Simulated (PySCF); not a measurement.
A PySCF script (with the pyscf-properties extension) for the NMR shieldings of `BO[C@@]1(C)CC[C@H](CF)O1`, C₆H₁₂BFO₂, on a GFN2-xTB geometry:

```python
import basis_set_exchange as bse
import numpy as np
from pyscf import gto, dft
from pyscf.prop import nmr

atoms = """
B     2.251739   -0.329737   -1.577364
O     1.822352    0.437889   -0.583090
C     0.881110    0.068992    0.410716
C     1.613484   -0.611405    1.562924
C     0.117585    1.357621    0.818571
C    -1.318155    1.110786    0.348488
C    -1.147572   -0.055620   -0.633842
C    -2.360574   -0.966628   -0.768894
F    -3.377768   -0.302548   -1.404128
O    -0.082599   -0.819962   -0.096658
H     1.880266   -1.433500   -1.750376
H     3.029746    0.189051   -2.283754
H     2.080246   -1.520788    1.194385
H     0.905996   -0.865806    2.346774
H     2.378323    0.054014    1.952967
H     0.572769    2.203174    0.304396
H     0.178109    1.524912    1.891675
H    -1.769100    1.979011   -0.124671
H    -1.947810    0.795857    1.182002
H    -0.872191    0.324885   -1.630284
H    -2.112043   -1.844236   -1.372294
H    -2.734325   -1.276574    0.211607
"""
names = dict.fromkeys(["B", "O", "C", "F", "H"], "pcSseg-1")
basis = {el: gto.basis.parse(bse.get_basis(n, elements=[el], fmt="nwchem")) for el, n in names.items()}
mol = gto.M(atom=atoms, basis=basis, charge=0, verbose=0)
mf = dft.RKS(mol, xc="PBE0")
mf.grids.level = 2
mf.grids.alignment = dft.numint.BLKSIZE   # the property module wants whole blocks of grid points
mf.conv_tol = 1e-9
mf.kernel()

calc = nmr.RKS(mf)   # GIAO
C = mf.mo_coeff
Co = C[:, mf.mo_occ > 0]
resp = mf.gen_response(singlet=True, hermi=2)
def vind(x):   # induced exchange potential for any number of trial vectors
    d = np.einsum("pi,xij,qj->xpq", C, 2 * x.reshape(-1, C.shape[1], Co.shape[1]), Co, optimize=True)
    return np.einsum("xpq,pi,qj->xij", resp(d - d.transpose(0, 2, 1)), C, Co, optimize=True).ravel()
mo1, _ = nmr.rhf.solve_mo1(calc, with_cphf=vind)
sigma = calc.kernel(mo1)
for i, s in enumerate(sigma):   # ppm
    print("%2d %-2s %9.2f" % (i, mol.atom_pure_symbol(i), np.trace(s) / 3))
```

Problem. What does it print?

Solution. 
```
 0 B      56.38
 1 O      49.95
 2 C      73.48
 3 C     154.37
 4 C     142.25
 5 C     151.33
 6 C     106.38
 7 C      97.40
 8 F     433.27
 9 O     205.67
10 H      26.17
11 H      26.65
12 H      30.14
13 H      30.40
14 H      29.96
15 H      29.09
16 H      29.47
17 H      29.34
18 H      30.10
19 H      27.46
20 H      26.56
21 H      27.24
```

These numbers come from an equivalent density-fitted implementation of the same equations, which agrees with the script to about 0.01 ppm for H and up to a few tenths of a ppm for heavy atoms, so last digits may differ.

Size and cost of the density-fitted run: 230 basis functions, 58 s wall time on 1 thread of an Arm Neoverse V1, shared host; peak memory 1 GiB.
